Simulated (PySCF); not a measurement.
Compound: C7H7FN (doublet state).
Structure used (GFN2-xTB), in Å, numbered top down from 1:
```
atom  x, y, z in Å
C1    -2.1392    0.7378   -0.6110
C2    -0.7913    0.2657   -0.2229
C3    -0.5082   -1.1041    0.3096
C4     1.0095   -1.1302    0.5678
C5     1.4847    0.2337    0.1582
C6     2.7980    0.6500    0.2224
N7     3.9024    0.9825    0.2827
C8     0.3795    0.9710   -0.2845
F9     0.4605    2.2344   -0.7219
H10   -2.0968    1.7643   -0.9667
H11   -2.5529    0.1060   -1.3989
H12   -2.8221    0.6846    0.2385
H13   -1.0780   -1.2907    1.2238
H14   -0.8092   -1.8692   -0.4110
H15    1.2436   -1.3211    1.6180
H16    1.5119   -1.9058   -0.0156
```

The species is `C[C]1CCC(C#N)=C1F` [radical].

Method used: UKS B3LYP, pcH-1 on C F H N, non-relativistic, mean-field spin-orbit, GIAO in PySCF. Geometry: GFN2-xTB; no solvent, vibrations or thermal averaging. The geometry wasn't refined by DFT: couplings that depend on bond lengths, twists or pyramidal angles can differ widely from those at the functional's own minimum. Stability of the SCF solution: not tested. ⟨S²⟩ is 0.775 where a pure state has 0.75.

The Mulliken spin populations are largest on C5 (+0.55), C2 (+0.50), N7 (+0.26) and C8 (-0.18). Three atoms exceed +0.15. The angles at C5 add up to 360.0°, so it is planar.

How do the β-proton couplings of this frozen conformer go with θ, the angle between the C–H bond and the normal to the plane of the spin centre's three neighbours, both seen down the bond from centre to carbon?

```
β H  on  centre  θ (°)  cos²θ   a (G)
H10  C1      C2     90   0.00   +0.60
H11  C1      C2     31   0.74  +20.69
H12  C1      C2     31   0.74  +20.54
H13  C3      C2     31   0.73  +21.23
H14  C3      C2     31   0.74  +21.40
H15  C4      C5     31   0.74  +21.97
H16  C4      C5     31   0.74  +21.85
```

Fitting the Heller–McConnell form a = ρ(B0 + B2 cos²θ), with Mulliken ρ = 0.50 and 0.55, gives B0 = 1.2 G and B2 = 54.5 G; with only two distinct angles the two parameters are fixed exactly.

What would the freely rotating methyl group on C1 show?

Three equal couplings, a 1:3:3:1 quartet. The mean of the three values of this geometry estimates the splitting: 13.9 G, or 39.1 MHz (three bonds 120° apart have a mean cos²θ of 1/2 at any torsion).

Couplings in gauss use g_iso = 2.0028.
